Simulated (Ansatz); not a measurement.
Cost and result for the atomization energy of CH$_{7}$NOSSi, SMILES `CS[SiH](N)O` (12 atoms, 11 bonds).

```xyz
12

C    -1.100    0.976   -1.706
S     0.541    0.261   -1.390
Si    0.433   -0.110    0.692
N     1.711   -1.128    1.172
O    -1.058   -0.769    0.922
H    -1.211    1.936   -1.203
H    -1.174    1.130   -2.782
H    -1.881    0.292   -1.381
H     0.576    1.122    1.513
H     2.500   -0.752    1.671
H     1.947   -1.965    0.664
H    -1.285   -0.993    1.827
```

Charge 0, multiplicity 1. Geometry: relaxed with PBE0-D4/def2-TZVP. It is one conformer, not always the lowest. Program: Ansatz. All runs use 4 threads of an Arm Neoverse V1 on a shared host. Times are those of one run each, without the atoms' runs, and a repeat can differ threefold. Electronic energies, without spin–orbit coupling; frozen cores. CCSD(T)/CBS adds CCSD(T) − MP2 in def2-TZVPP to the MP2 limit, and its time is that of the two runs behind it. T1 = 0.011. B3LYP takes the VWN-RPA correlation (the form of Gaussian; ORCA's B3LYP/G).

CCSD(T)/CBS is a level of theory with its own doubt, some kJ/mol a heavy atom from the limit and from the frozen cores, so smaller differences don't rank the functionals.

```csv
level,functions,wall time
PBE-D4/def2-TZVPP (with forces),275,3 s
PBE0-D4/def2-TZVPP,275,3.9 s
r2SCAN-D4/def2-TZVPP (with forces),275,6 s
B3LYP-D4/def2-TZVPP (with forces),275,6 s
B2PLYP/def2-TZVPP,275,7 s
ωB97X-V/def2-TZVPP,275,9.5 s
ωB97M-V/def2-TZVPP (with forces),275,14 s
MP2/def2-QZVPP,521,33 s
CCSD(T)/def2-TZVPP,275,4 min
CCSD(T)/CBS(def2),–,4.6 min
```

Problem. What atomization energy does each give, and how far from CCSD(T)/CBS? (Best estimate.)

Solution. Computed: 
```
                             level  atomization (kcal/mol)  difference from CCSD(T)/CBS  per bond
   PBE-D4/def2-TZVPP (with forces)                  1052.2                         10.9       1.0
                PBE0-D4/def2-TZVPP                  1034.2                         -7.1      -0.6
r2SCAN-D4/def2-TZVPP (with forces)                  1037.9                         -3.4      -0.3
 B3LYP-D4/def2-TZVPP (with forces)                  1037.3                         -4.0      -0.4
                 B2PLYP/def2-TZVPP                  1025.1                        -16.2      -1.5
                ωB97X-V/def2-TZVPP                  1043.3                          2.0       0.2
  ωB97M-V/def2-TZVPP (with forces)                  1044.0                          2.7       0.2
                    MP2/def2-QZVPP                  1043.3                          2.0       0.2
                CCSD(T)/def2-TZVPP                  1008.3                        -33.0      -3.0
                 CCSD(T)/CBS(def2)                  1041.3                          0.0       0.0
```

From PBE to PBE0 (25 % exact exchange), in def2-TZVPP and without D4, the atomization energy moves by −17.0 kcal/mol: exact exchange takes away binding that semilocal exchange gives to molecules. In def2-TZVPP, CCSD(T) changes the Hartree–Fock value by +270.4 kcal/mol (the triples alone add +15.3 kcal/mol) and MP2 by +285.7 kcal/mol; breaking electron pairs costs correlation energy, which Hartree–Fock lacks. The D4 term adds +10.6 kcal/mol with B3LYP and +5.5 kcal/mol with PBE0; it sums over pairs of atoms, weighted by their polarisabilities, and B3LYP, whose exchange is more repulsive, gets the larger term.
